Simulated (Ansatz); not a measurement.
Mulliken charges of C₂H₃ClSe (`ClCC=[Se]`) from r2SCAN/def2-TZVPP in Ansatz (PBE0-D4/def2-TZVP geometry).

| atom | x (Å) | y (Å) | z (Å) | charge (e) |
| --- | --- | --- | --- | --- |
| Cl1 | -1.677 | 0.265 | 1.133 | -0.153 |
| C2 | -0.240 | 0.574 | 0.116 | 0.080 |
| C3 | 0.471 | -0.696 | -0.157 | -0.136 |
| Se4 | 0.985 | -1.219 | -1.743 | -0.066 |
| H5 | -0.566 | 1.064 | -0.799 | 0.085 |
| H6 | 0.403 | 1.250 | 0.687 | 0.086 |
| H7 | 0.684 | -1.306 | 0.719 | 0.104 |

Task: By hand: the dipole of these point charges (1 e Å = 4.8032 D).

Result: Σ q r = (0.166, 0.243, 0.038) e Å, of length 0.297 e Å = 1.43 D.

Task: How does the dipole of the full density compare? (Estimate.)

Result: The calculation gave: (0.156, 0.211, 0.131) e Å, 1.41 D; the point charges give 1.01 times that, at 19° from its direction.

Point charges leave out the atoms' own dipoles, such as those of lone pairs, and Mulliken's split depends on the basis, so the two needn't agree.
